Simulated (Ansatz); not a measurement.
Total energies of closo-1-SB4 (no H on S) (B4H4S) from Ansatz at PBE-D4/def2-TZVPD, gas phase (1 Eh = 27.2114 eV = 2625.5 kJ/mol). The reference geometry is relaxed at PBE0-D4/def2-SVP.

Cartesian coordinates in Å:
```
B -0.445 0.046 -1.004
B 0.186 0.964 0.493
S 1.342 0.619 -0.945
B -0.793 -0.366 0.559
B 0.756 -0.781 0.160
H -1.069 0.038 -2.027
H 0.264 1.975 1.132
H -1.707 -0.787 1.203
H 1.466 -1.708 0.429
```

| state | geometry | energy (Eh) |
| --- | --- | --- |
| charge 0 singlet | reference | -499.72649 |
| charge -1 doublet | reference | -499.71669 |
| free B atom (doublet) | – | -24.61015 |
| free S atom (triplet) | – | -397.93910 |
| free H atom (doublet) | – | -0.49962 |

Question: Work out the vertical electron affinity, to the doublet.

Answer: E(charge 0 singlet) − E(charge -1 doublet) = -499.72649 − (-499.71669) = -0.00980 Eh = -0.27 eV; negative, so the extra electron isn't bound.

Question: What is the binding energy per atom against free atoms?

Answer: Atoms: 4 × (-24.61015) + 1 × (-397.93910) + 4 × (-0.49962) = -498.37818 Eh. Binding: -498.37818 − (-499.72649) = 1.34831 Eh = 36.69 eV, or 4.08 eV for each of 9 atoms (no zero-point energy, no counterpoise term).

At PBE-D4/def2-TZVPD the highest occupied level of the charge -1 doublet lies above zero (up to 2.12 eV). By energy differences it is unbound by 0.27 eV (vertical, to the charge 0 singlet, at PBE-D4/def2-TZVPD) and held by the finite basis. At PBE-D4/def2-TZVPD the gap within one spin of the charge -1 doublet nearly closes, so an electron or hole may be smeared out by delocalisation error.
